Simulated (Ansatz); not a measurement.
Reaction (ligand exchange at the Si–F bond): `CN[SiH](F)S` + PH₃ → `CN[SiH](P)S` + H–F

Gas-phase electronic energies from Ansatz, PBE0-D4/def2-TZVP geometries. CCSD(T)/CBS adds triple-zeta CCSD(T) − MP2 to the extrapolated MP2 energy (def2 sets, frozen cores). This one scheme is used for every species. Functionals use def2-TZVPP. B3LYP here is the variant with VWN-RPA as its local correlation; programs differ in this. Each species was taken in one conformer, which may not be the lowest.

`CN[SiH](F)S`:

Z-matrix (Å, degrees):
```
C
N 1 1.447
H 1 1.092 2 109.5
H 1 1.094 2 111.1 3 -118.4
H 1 1.096 2 112.9 3 119.9
Si 2 1.694 1 126.8 3 -21.1
H 2 1.008 1 114.5 3 174.3
S 6 2.121 2 111.1 1 48.8
F 6 1.597 2 104.3 1 171.4
H 6 1.482 2 118.2 1 -71.1
H 8 1.345 6 93.8 2 45.4
```

PH₃:

Z-matrix (Å, degrees):
```
P
H 1 1.420
H 1 1.420 2 93.1
H 1 1.420 2 93.1 3 93.3
```

`CN[SiH](P)S`:

Cartesian coordinates in Å:
```
C -0.179 1.823 -0.430
N -0.976 0.712 0.049
Si -0.437 -0.910 0.093
P 1.476 -0.945 1.272
S 0.009 -1.867 -1.785
H -0.244 1.965 -1.516
H 0.872 1.653 -0.183
H -0.478 2.755 0.057
H -1.967 0.849 -0.081
H -1.567 -1.712 0.623
H 1.496 -2.360 1.355
H 0.837 -0.766 2.528
H 1.158 -1.197 -1.981
```

H–F:

Cartesian coordinates in Å:
```
F 0.222 0.272 -0.297
H -0.222 -0.272 0.297
```

```tsv
level	ΔE (kJ/mol)	difference from CCSD(T)/CBS
LDA (SPW92)	113.4	-8.0
revPBE-D4	101.0	-20.4
BLYP-D4	122.5	1.1
B3LYP-D4	126.6	5.2
ωB97M-V	130.4	9.0
PBE	114.4	-7.0
r2SCANh	128.3	6.9
r2SCAN0	128.5	7.1
BHLYP	147.3	25.9
CAM-B3LYP	145.9	24.5
LC-ωPBE	127.5	6.1
HF/def2-SVP	150.9	29.5
HF/def2-TZVPP	159.5	38.1
SCS-MP2/def2-TZVPP	131.2	9.8
CCSD/def2-TZVPP	131.9	10.5
SCS-MP2/def2-QZVPP	129.3	7.9
CCSD(T)/CBS	121.4	0
```

Largest T1 diagnostic among the species: 0.013.

At CCSD(T), def2-SVP lies +8.6 kJ/mol from the extrapolated value and def2-TZVPP +4.4 kJ/mol. From BLYP to BHLYP (50 % exact exchange), in def2-TZVPP and without D4, ΔE moves by +9.0 kJ/mol. The D4 term adds −13.2 kJ/mol with B3LYP and −7.5 kJ/mol with PBE0; it sums over pairs of atoms, weighted by their polarisabilities, and B3LYP, whose exchange is more repulsive, gets the larger term.

CCSD(T)/CBS has its own doubt, a few kJ/mol and more with outer-core shells, so smaller differences from it don't rank the levels.
